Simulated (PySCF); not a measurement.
CHF2NOSi, singlet, at a GFN2-xTB geometry; PySCF with CASSCF(8,9)/6-31G.

The PySCF input:
```python
from pyscf import gto, scf, mcscf
import numpy

mol = gto.M(
    atom='''
Si   -0.91534223    0.04098128    0.29619602
F    -1.49995790   -1.32647059   -0.25883094
F    -1.54759948    1.14517424   -0.65198762
N     0.75468721    0.03033632   -0.02408388
C     1.93368221    0.03889771    0.13235914
O     3.08084842    0.04533830    0.21981916
H    -1.28888330    0.24948239    1.66650178
''',
    basis='6-31g',
    verbose=4,
)

mf = scf.RHF(mol)
mf.kernel()
mc = mcscf.CASSCF(mf, 9, 8)
mc.fix_spin_(ss=0.0)
mc.kernel()
occ = numpy.linalg.eigvalsh(mc.fcisolver.make_rdm1(mc.ci, mc.ncas, mc.nelecas))[::-1]
ss = mc.fcisolver.spin_square(mc.ci, mc.ncas, mc.nelecas)[0]
print('natural occupations', occ.round(4), ' <S^2>', round(ss, 4))
```

What the program printed (banner, timings and long lists left out):

```
PySCF version 2.14.0

[INPUT] verbose = 4
[INPUT] num. atoms = 7
[INPUT] num. electrons = 54
[INPUT] charge = 0
[INPUT] spin (= nelec alpha-beta = 2S) = 0
[INPUT] symmetry False subgroup None
[INPUT] Mole.unit = angstrom
[INPUT] Symbol           X                Y                Z      unit          X                Y                Z       unit  Magmom
[...]
nuclear repulsion = 284.075539269861
number of shells = 34
number of NR pGTOs = 160
number of NR cGTOs = 60
basis = 6-31g
ecp = {}

******** <class 'pyscf.scf.hf.RHF'> ********
method = RHF
initial guess = minao
damping factor = 0
level_shift factor = 0
DIIS = <class 'pyscf.scf.diis.CDIIS'>
diis_start_cycle = 1
diis_space = 8
diis_damp = 0
SCF conv_tol = 1e-09
SCF conv_tol_grad = None
SCF max_cycles = 50
direct_scf = True
direct_scf_tol = 1e-13
Set gradient conv threshold to 3.16228e-05
Initial guess from minao.
init E= -656.67460498674
[...]
cycle= 1 E= -655.354933430022  delta_E= 1.32  |g|= 0.841  |ddm|= 2.88
[...]
cycle= 2 E= -655.448941278184  delta_E= -0.094  |g|= 0.608  |ddm|= 1.16
[...]
cycle= 3 E= -655.513148026809  delta_E= -0.0642  |g|= 0.0918  |ddm|= 0.447
[...]
cycle= 4 E= -655.514876199278  delta_E= -0.00173  |g|= 0.037  |ddm|= 0.0975
[...]
cycle= 5 E= -655.515200776785  delta_E= -0.000325  |g|= 0.00526  |ddm|= 0.0392
[...]
cycle= 6 E= -655.515212572759  delta_E= -1.18e-05  |g|= 0.00148  |ddm|= 0.00923
[...]
cycle= 7 E= -655.515213590229  delta_E= -1.02e-06  |g|= 0.00052  |ddm|= 0.00265
[...]
cycle= 8 E= -655.515213692399  delta_E= -1.02e-07  |g|= 0.000166  |ddm|= 0.000873
[...]
cycle= 9 E= -655.515213701251  delta_E= -8.85e-09  |g|= 3.68e-05  |ddm|= 0.000218
[...]
cycle= 10 E= -655.51521370214  delta_E= -8.89e-10  |g|= 1.16e-05  |ddm|= 8.84e-05
[...]
Extra cycle  E= -655.515213702259  delta_E= -1.19e-10  |g|= 6.98e-06  |ddm|= 2.21e-05
converged SCF energy = -655.515213702259

******** <class 'pyscf.mcscf.mc1step.CASSCF'> ********
CAS (4e+4e, 9o), ncore = 23, nvir = 28
max_cycle_macro = 50
max_cycle_micro = 4
conv_tol = 1e-07
conv_tol_grad = None
orbital rotation max_stepsize = 0.02
orbital rotation threshold for CI restart = 0.01
augmented hessian ah_max_cycle = 30
augmented hessian ah_conv_tol = 1e-12
augmented hessian ah_linear dependence = 1e-14
augmented hessian ah_level shift = 1e-08
augmented hessian ah_start_tol = 2.5
augmented hessian ah_start_cycle = 3
augmented hessian ah_grad_trust_region = 3
kf_trust_region = 3
kf_interval = 4
ci_response_space = 4
ci_grad_trust_region = 3
with_dep4 0
natorb = False
canonicalization = True
sorting_mo_energy = False
ao2mo_level = 2
internal_rotation = False
******** <class 'pyscf.fci.addons.SpinPenaltyFCISolver'> ********
max. cycles = 50
conv_tol = 1e-08
davidson only = True
linear dependence = 1e-12
level shift = 0.001
max iter space = 12
nroots = 1
pspace_size = 400
spin = None
CASCI E = -655.545422855309  S^2 = 0.0000000
Set conv_tol_grad to 0.000316228
macro iter   1 ( 21 JK    4 micro), CASSCF E = -655.573120655459  dE = -2.76978002e-02  S^2 = 0.0000000
               |grad[o]|=0.0533  |grad[c]|=0.0956  |ddm|=0.151  |maxRot[o]|=0.256
macro iter   2 ( 21 JK    4 micro), CASSCF E = -655.584551112610  dE = -1.14304572e-02  S^2 = 0.0000000
               |grad[o]|=0.0249  |grad[c]|=0.0176  |ddm|=0.0107  |maxRot[o]|=0.267
macro iter   3 ( 21 JK    4 micro), CASSCF E = -655.592820615994  dE = -8.26950338e-03  S^2 = 0.0000000
               |grad[o]|=0.0183  |grad[c]|=0.0133  |ddm|=0.00698  |maxRot[o]|=0.186
macro iter   4 ( 21 JK    4 micro), CASSCF E = -655.597867394183  dE = -5.04677819e-03  S^2 = 0.0000000
               |grad[o]|=0.0146  |grad[c]|= 0.02  |ddm|=0.0114  |maxRot[o]|=0.197
macro iter   5 ( 21 JK    4 micro), CASSCF E = -655.602319429637  dE = -4.45203545e-03  S^2 = 0.0000000
               |grad[o]|=0.0133  |grad[c]|=0.0351  |ddm|=0.00823  |maxRot[o]|=0.193
macro iter   6 ( 21 JK    4 micro), CASSCF E = -655.604651624826  dE = -2.33219519e-03  S^2 = 0.0000000
[...]
               |grad[o]|=0.0086  |grad[c]|=0.00863  |ddm|=0.00236  |maxRot[o]|=0.147
macro iter  19 ( 21 JK    4 micro), CASSCF E = -655.630690428615  dE = -1.00455730e-03  S^2 = 0.0000000
               |grad[o]|=0.00608  |grad[c]|=0.00679  |ddm|=0.00403  |maxRot[o]|=0.275
macro iter  20 ( 21 JK    4 micro), CASSCF E = -655.630896623507  dE = -2.06194891e-04  S^2 = 0.0000000
               |grad[o]|=0.00379  |grad[c]|=0.0142  |ddm|=0.00759  |maxRot[o]|=0.0683
macro iter  21 (  7 JK    2 micro), CASSCF E = -655.631019285332  dE = -1.22661825e-04  S^2 = 0.0000000
               |grad[o]|=0.00279  |grad[c]|=0.0229  |ddm|=0.0119  |maxRot[o]|=0.0697
macro iter  22 (  7 JK    2 micro), CASSCF E = -655.631121676967  dE = -1.02391635e-04  S^2 = 0.0000000
               |grad[o]|=0.00178  |grad[c]|=0.0227  |ddm|=0.012  |maxRot[o]|=0.0698
macro iter  23 (  7 JK    2 micro), CASSCF E = -655.631255200617  dE = -1.33523651e-04  S^2 = 0.0000000
               |grad[o]|=0.00143  |grad[c]|=0.0234  |ddm|=0.0121  |maxRot[o]|=0.0691
macro iter  24 (  7 JK    2 micro), CASSCF E = -655.631448603928  dE = -1.93403311e-04  S^2 = 0.0000000
               |grad[o]|=0.00139  |grad[c]|=0.0164  |ddm|=0.00835  |maxRot[o]|=0.0698
macro iter  25 ( 21 JK    4 micro), CASSCF E = -655.632570760215  dE = -1.12215629e-03  S^2 = 0.0000000
               |grad[o]|=0.00146  |grad[c]|=0.0107  |ddm|=0.00262  |maxRot[o]|= 0.26
macro iter  26 ( 21 JK    4 micro), CASSCF E = -655.632582958070  dE = -1.21978554e-05  S^2 = 0.0000000
               |grad[o]|=0.00167  |grad[c]|=0.00701  |ddm|=0.00317  |maxRot[o]|=0.051
macro iter  27 (  7 JK    2 micro), CASSCF E = -655.632639361239  dE = -5.64031685e-05  S^2 = 0.0000000
               |grad[o]|=0.0017  |grad[c]|=0.0243  |ddm|=0.0124  |maxRot[o]|=0.0698
macro iter  28 (  7 JK    2 micro), CASSCF E = -655.632684721479  dE = -4.53602399e-05  S^2 = 0.0000000
               |grad[o]|=0.00121  |grad[c]|=0.0241  |ddm|=0.0124  |maxRot[o]|=0.0698
macro iter  29 (  7 JK    2 micro), CASSCF E = -655.632717045472  dE = -3.23239929e-05  S^2 = 0.0000000
               |grad[o]|=0.001  |grad[c]|=0.0243  |ddm|=0.0126  |maxRot[o]|=0.0698
macro iter  30 (  7 JK    2 micro), CASSCF E = -655.632735210157  dE = -1.81646855e-05  S^2 = 0.0000000
               |grad[o]|=0.000863  |grad[c]|=0.025  |ddm|=0.013  |maxRot[o]|=0.0698
macro iter  31 (  5 JK    2 micro), CASSCF E = -655.632738656815  dE = -3.44665773e-06  S^2 = 0.0000000
               |grad[o]|=0.000636  |grad[c]|=0.00504  |ddm|=0.00258  |maxRot[o]|= 0.03
macro iter  32 (  9 JK    3 micro), CASSCF E = -655.632730959403  dE =  7.69741200e-06  S^2 = 0.0000000
               |grad[o]|=0.000278  |grad[c]|=0.0132  |ddm|=0.00719  |maxRot[o]|=0.0498
macro iter  33 ( 21 JK    4 micro), CASSCF E = -655.632731536414  dE = -5.77010610e-07  S^2 = 0.0000000
               |grad[o]|=0.000401  |grad[c]|=0.00338  |ddm|=0.0015  |maxRot[o]|=0.000627
macro iter  34 (  7 JK    2 micro), CASSCF E = -655.632737775479  dE = -6.23906533e-06  S^2 = 0.0000000
               |grad[o]|=0.000273  |grad[c]|=0.00787  |ddm|=0.00408  |maxRot[o]|=0.0383
macro iter  35 (  4 JK    1 micro), CASSCF E = -655.632739323487  dE = -1.54800830e-06  S^2 = 0.0000000
               |grad[o]|=0.000189  |grad[c]|=0.00398  |ddm|=0.00183  |maxRot[o]|=0.0261
macro iter  36 (  3 JK    1 micro), CASSCF E = -655.632739383718  dE = -6.02306045e-08  S^2 = 0.0000000
               |grad[o]|=8.98e-05  |grad[c]|=0.00021  |ddm|=6.73e-05  |maxRot[o]|=0.00479
1-step CASSCF converged in  36 macro (563 JK 117 micro) steps
CASSCF canonicalization
Density matrix diagonal elements [1.98286844 1.98261364 1.95919177 1.95859196 0.0255347  0.02562366
 0.03031225 0.00622512 0.02903844]
CASSCF energy = -655.632739383718
CASCI E = -655.632739383718  E(CI) = -15.4155181751646  S^2 = 0.0000000
natural occupations [1.9858e+00 1.9823e+00 1.9592e+00 1.9568e+00 4.1700e-02 4.1000e-02
 1.7800e-02 1.3900e-02 1.6000e-03]  <S^2> 0.0
```
